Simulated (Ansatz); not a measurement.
Ansatz (a program for electronic structure) input for CBrF2, SMILES Br[C](F)F (connectivity only; charge and spin as stated), charge +1, multiplicity 1, PBE-D3(BJ)/def2-SVP. 

Ansatz 0.2 input:
```yaml
crystal:
  periodic: [false, false, false]
  atoms:
    - {symbol: F, position_ang: [0.00000000, 1.06002465, -1.52583166]}
    - {symbol: C, position_ang: [0.00000000, 0.00000000, -0.85760111]}
    - {symbol: F, position_ang: [0.00000000, -1.06002465, -1.52583166]}
    - {symbol: Br, position_ang: [0.00000000, 0.00000000, 0.93173076]}
basis:
  gaussian:
    orbitals: def2-SVP
hamiltonian:
  xc: pbe
  dispersion: d3bj
total_charge: 1
relax: {f_tol: 0.002, max_steps: 200}
```

Log of the run:

```
WARN ansatz: RAYON_NUM_THREADS=1 ignored (pool sized by the plan → 1); use --threads N
Functional definition: PBE
integrals: 0.02 GiB planned
799 factors; their error is unknown
mean field: 0.15 GiB planned
mean field evaluation 1: about -76465.6568 eV, gradient 7.5e1 eV
mean field evaluation 2: about -76425.7510 eV, gradient 1.6e2 eV
mean field evaluation 4: about -76475.3498 eV, gradient 2.6e1 eV
mean field evaluation 8: about -76476.8728 eV, gradient 2.1e-2 eV
mean field evaluation 16: about -76476.7930 eV, gradient 6.6e-6 eV
mean field -76476.79303169 eV, -2810.4703060824 hartree, gradient 6.6e-6 eV, S^2 0.000000; 0 other end points of the search recorded, 0 dependent functions left out
the calculation of the forces begins
reference -76476.79304773 eV, -2810.4703066719 hartree; 29, 29 occupied and 45, 45 virtual orbitals, 799 factors
relax step   1: F+E_penalty+E_count = -76476.85279076 eV  Δ(F+E_penalty+E_count) = +0.000e0 eV  max|allowed force component| = 6.566e-1 eV/Å  Δτ_max = 0.0000 Å  (29 SCF iters, accepted)
these checks for a lower state are left out or cut short: starts, cluster_reference, orbital_swaps, neighbouring_geometries, increment
integrals: 0.02 GiB planned
799 factors; their error is unknown
mean field: 0.15 GiB planned
mean field -76476.80061510 eV, -2810.4705847675 hartree, gradient 2.0e-5 eV, S^2 0.000000; 0 other end points of the search recorded, 0 dependent functions left out
the calculation of the forces begins
reference -76476.80063111 eV, -2810.4705853559 hartree; 29, 29 occupied and 45, 45 virtual orbitals, 799 factors
relax step   2: F+E_penalty+E_count = -76476.86031557 eV  Δ(F+E_penalty+E_count) = -7.525e-3 eV  max|allowed force component| = 2.207e-1 eV/Å  Δτ_max = 0.0072 Å  (29 SCF iters, accepted)
these checks for a lower state are left out or cut short: starts, cluster_reference, orbital_swaps, neighbouring_geometries, increment
integrals: 0.02 GiB planned
799 factors; their error is unknown
mean field: 0.15 GiB planned
mean field evaluation 32: about -76476.8016 eV, gradient 2.0e-5 eV
mean field -76476.80160793 eV, -2810.4706212535 hartree, gradient 2.0e-5 eV, S^2 0.000000; 0 other end points of the search recorded, 0 dependent functions left out
the calculation of the forces begins
reference -76476.80162392 eV, -2810.4706218412 hartree; 29, 29 occupied and 45, 45 virtual orbitals, 799 factors
relax step   3: F+E_penalty+E_count = -76476.86128558 eV  Δ(F+E_penalty+E_count) = -9.700e-4 eV  max|allowed force component| = 3.669e-2 eV/Å  Δτ_max = 0.0035 Å  (28 SCF iters, accepted)
these checks for a lower state are left out or cut short: starts, cluster_reference, orbital_swaps, neighbouring_geometries, increment
integrals: 0.02 GiB planned
799 factors; their error is unknown
mean field: 0.15 GiB planned
mean field -76476.80161623 eV, -2810.4706215583 hartree, gradient 2.1e-5 eV, S^2 0.000000; 0 other end points of the search recorded, 0 dependent functions left out
the calculation of the forces begins
reference -76476.80163222 eV, -2810.4706221460 hartree; 29, 29 occupied and 45, 45 virtual orbitals, 799 factors
relax step   4: F+E_penalty+E_count = -76476.86129446 eV  Δ(F+E_penalty+E_count) = -8.885e-6 eV  max|allowed force component| = 1.615e-2 eV/Å  Δτ_max = 0.0003 Å  (20 SCF iters, accepted)
these checks for a lower state are left out or cut short: starts, cluster_reference, orbital_swaps, neighbouring_geometries, increment
integrals: 0.02 GiB planned
799 factors; their error is unknown
mean field: 0.15 GiB planned
mean field -76476.80161785 eV, -2810.4706216181 hartree, gradient 1.4e-5 eV, S^2 0.000000; 0 other end points of the search recorded, 0 dependent functions left out
the calculation of the forces begins
reference -76476.80163384 eV, -2810.4706222056 hartree; 29, 29 occupied and 45, 45 virtual orbitals, 799 factors
relax step   5: F+E_penalty+E_count = -76476.86129807 eV  Δ(F+E_penalty+E_count) = -3.612e-6 eV  max|allowed force component| = 7.258e-4 eV/Å  Δτ_max = 0.0003 Å  (20 SCF iters, accepted)
integrals: 0.02 GiB planned
799 factors; their error is unknown
mean field: 0.15 GiB planned
mean field evaluation 64: about -76476.8016 eV, gradient 1.4e-5 eV
mean field -76476.80161785 eV, -2810.4706216181 hartree, gradient 1.4e-5 eV, S^2 0.000000; 1 other end points of the search recorded, 0 dependent functions left out
the calculation of the forces begins
reference -76476.80163384 eV, -2810.4706222056 hartree; 29, 29 occupied and 45, 45 virtual orbitals, 799 factors
Total energy: -76476.86131406 eV, -2810.4728154133 hartree
Atom 0 at     0.000000     1.070240    -1.528939 Å, force     0.000000    -0.000118    -0.000303 eV/Å
Atom 1 at    -0.000000     0.000000    -0.855525 Å, force    -0.000000     0.000000    -0.000120 eV/Å
Atom 2 at     0.000000    -1.070240    -1.528939 Å, force     0.000000     0.000118    -0.000303 eV/Å
Atom 3 at     0.000000     0.000000     0.935870 Å, force     0.000000    -0.000000     0.000726 eV/Å
Dipole moment:     0.000000    -0.000000    -0.141477 e Å
```

Self-consistency was reached.

Cost: very roughly 7 core-seconds.
